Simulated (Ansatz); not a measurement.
Ansatz (a first-principles code) input (r2SCAN/def2-TZVPD):

Ansatz 0.2 input:
```yaml
crystal:
  periodic: [false, false, false]
  atoms:
    - {symbol: C, position_ang: [0.00552953, 1.16155526, 0.13343870]}
    - {symbol: C, position_ang: [1.09369188, 0.28167216, 0.06718058]}
    - {symbol: N, position_ang: [0.67536008, -0.98761051, -0.09177685]}
    - {symbol: N, position_ang: [-0.68470920, -0.97630420, -0.13383637]}
    - {symbol: C, position_ang: [-1.09092365, 0.29983296, -0.00037766]}
    - {symbol: H, position_ang: [0.01064159, 2.23541630, 0.25680315]}
    - {symbol: H, position_ang: [2.15218314, 0.50894187, 0.12699756]}
    - {symbol: H, position_ang: [-2.14716741, 0.54468256, -0.00595788]}
basis:
  gaussian:
    orbitals: def2-TZVPD
hamiltonian:
  xc: {name: r2SCAN}
total_charge: -1
output: {forces: true}
```

End of the output:

```
integrals: 0.11 GiB planned
1033 factors; their error is unknown
0.40 GiB of the device are held for the grids
1.05 GiB of device memory are held for the factors and their scratch space
mean field: 0.94 GiB planned
mean field evaluation 1: about -6134.6277 eV, gradient 4.0e1 eV
mean field evaluation 2: about -6130.7435 eV, gradient 5.5e1 eV
mean field evaluation 4: about -6138.3492 eV, gradient 7.1e0 eV
mean field evaluation 8: about -6138.4847 eV, gradient 1.2e-1 eV
mean field evaluation 16: about -6138.4497 eV, gradient 4.9e-4 eV
mean field -6138.44968833 eV, -225.5838652554 hartree, gradient 2.3e-5 eV, S^2 0.000000; 0 other end points of the search recorded, 0 dependent functions left out
the calculation of the forces begins
reference -6138.44970157 eV, -225.5838657420 hartree; 18, 18 occupied and 194, 194 virtual orbitals, 1033 factors
Total energy: -6138.44970157 eV, -225.5838657420 hartree
Atom 0 at     0.005530     1.161555     0.133439 Å, force    -0.000293    -0.061500    -0.007065 eV/Å
Atom 1 at     1.093692     0.281672     0.067181 Å, force    -0.071306     0.076415     0.006494 eV/Å
Atom 2 at     0.675360    -0.987611    -0.091777 Å, force     0.015228    -0.088910    -0.009715 eV/Å
Atom 3 at    -0.684709    -0.976304    -0.133836 Å, force    -0.016074    -0.088649    -0.010683 eV/Å
Atom 4 at    -1.090924     0.299833    -0.000378 Å, force     0.072028     0.075223     0.010926 eV/Å
Atom 5 at     0.010642     2.235416     0.256803 Å, force     0.000383     0.080494     0.009247 eV/Å
Atom 6 at     2.152183     0.508942     0.126998 Å, force     0.074789     0.002842     0.002710 eV/Å
Atom 7 at    -2.147167     0.544683    -0.005958 Å, force    -0.074756     0.004085    -0.001914 eV/Å
Dipole moment:     0.003261     0.684988     0.078691 e Å
```

It need not be the lowest isomer of its formula. Whether it binds its extra electron was not tested at this geometry.
